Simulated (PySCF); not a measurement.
Mapped SMILES: `[PH2:1][SiH:2]([PH2:3])[Cl:4]`; H(Xn) means a hydrogen on atom n.

- NMR shieldings at PBE0/pcSseg-1/GIAO
- GFN2-xTB structure
- run in PySCF 2.14.0 with density-fitted response routines
- no relativistic terms, one conformer, equivalent nuclei averaged, no solvent model

δ = σ(ref) − σ, references computed at the same level: $^{1}$H (31.72 ppm), $^{29}$Si (349.16 ppm) vs TMS; $^{31}$P (318.38 ppm) vs H3PO4; $^{35}$Cl (949.78 ppm) against HCl.

```tsv
atoms	nucleus	count	δ (ppm)
Si2	$^{29}$Si	1	19.6
Cl4	$^{35}$Cl	1	-30
H(Si2)	$^{1}$H	1	5.87
P1/P3	$^{31}$P	2	?
H(P1)/H(P3)	$^{1}$H	4	?
```

Fill in the missing shifts.

Results:


- H(P1)/H(P3): 1.56 ppm, hydrogen on a phosphorus bonded to Si
- P1/P3: -231.6 ppm, phosphorus bonded to Si, 2 H

Experimental scales use liquid or dissolved standards, which lie at an offset from isolated H3PO4.
